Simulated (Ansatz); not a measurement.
A nudged elastic band was laid between two geometries of BH$_{6}$NSeSi (10 atoms, charge 0, multiplicity 1).

Method: RKS PBE/def2-SVP (Ansatz 0.2.0).

```json
{
 "movable images": "7",
 "climbing image": "yes",
 "spring": "5.0 eV/Å²",
 "optimiser": "quadratic models (default)",
 "start path": "through a guess of the saddle point",
 "force threshold": "0.05 eV/Å",
 "iteration limit": "60",
 "end points": "relaxed"
}
```

First end point:

```xyz
10
Properties=species:S:1:pos:R:3
N -0.843 1.209 -0.768
B 0.245 0.646 -1.443
Se 1.452 -0.751 -0.746
Si 0.470 -1.196 1.283
H -1.416 1.936 -1.198
H -1.128 0.981 0.186
H 0.521 1.021 -2.565
H -0.825 -1.951 1.136
H 0.169 0.076 2.037
H 1.437 -2.023 2.080
```

Last end point:

```xyz
10
Properties=species:S:1:pos:R:3
N -0.476 1.608 -1.744
B -0.367 0.704 -0.681
Se 1.330 -0.263 -0.375
Si 0.598 -1.435 1.464
H -1.338 2.122 -1.929
H 0.277 1.820 -2.401
H -1.320 0.517 0.050
H -0.592 -2.295 1.134
H 0.231 -0.517 2.597
H 1.742 -2.313 1.888
```

(1) What changes between the two ends?

(2) What energy profile does the band end with?

(3) What is the geometry of the highest image?

(4) What are the harmonic wavenumbers there?

The band took 13 iterations and roughly 5 core-minutes.

Answers

(1) No bond is made or broken. The height of N1 over the plane of its neighbours goes from -0.01 to 0.00 Å.

(2) It converged. The highest image is number 4 of 0 to 8, 0.197 eV above the first end and 0.216 eV above the last; the last end lies 0.019 eV below the first. A vibrational analysis at the climbing image gives one clearly imaginary mode, 102i cm⁻¹: a first-order saddle point.

```json
{"image": "0", "path coordinate (Å)": "0.00", "energy (eV)": "0.000", "height of N1 over the plane of its neighbours (Å)": "-0.01"}
{"image": "1", "path coordinate (Å)": "0.67", "energy (eV)": "0.025", "height of N1 over the plane of its neighbours (Å)": "-0.02"}
{"image": "2", "path coordinate (Å)": "1.34", "energy (eV)": "0.099", "height of N1 over the plane of its neighbours (Å)": "-0.02"}
{"image": "3", "path coordinate (Å)": "2.01", "energy (eV)": "0.170", "height of N1 over the plane of its neighbours (Å)": "-0.01"}
{"image": "4", "path coordinate (Å)": "2.69", "energy (eV)": "0.197", "height of N1 over the plane of its neighbours (Å)": "0.00"}
{"image": "5", "path coordinate (Å)": "3.55", "energy (eV)": "0.159", "height of N1 over the plane of its neighbours (Å)": "0.01"}
{"image": "6", "path coordinate (Å)": "4.41", "energy (eV)": "0.074", "height of N1 over the plane of its neighbours (Å)": "0.02"}
{"image": "7", "path coordinate (Å)": "5.28", "energy (eV)": "0.004", "height of N1 over the plane of its neighbours (Å)": "0.01"}
{"image": "8", "path coordinate (Å)": "6.14", "energy (eV)": "-0.019", "height of N1 over the plane of its neighbours (Å)": "0.00"}
```

(3) 
```xyz
10
Properties=species:S:1:pos:R:3
N -0.656 1.627 -0.839
B 0.064 0.515 -1.264
Se 1.699 -0.056 -0.235
Si 0.476 -1.325 1.229
H -1.484 1.973 -1.328
H -0.398 2.168 -0.010
H -0.275 -0.088 -2.263
H -0.394 -2.323 0.511
H -0.415 -0.488 2.111
H 1.467 -2.056 2.091
```

(4) 102i, 83, 110, 280, 390, 539, 545, 573, 589, 629, 854, 859, 878, 893, 922, 1080, 1309, 1532, 2144, 2154, 2177, 2572, 3483, 3589 cm⁻¹.

The run took 2.5 min on 2 threads of Intel(R) Xeon(R) Platinum 8488C (Sapphire Rapids) (shared host), peak memory 0.17 GiB.
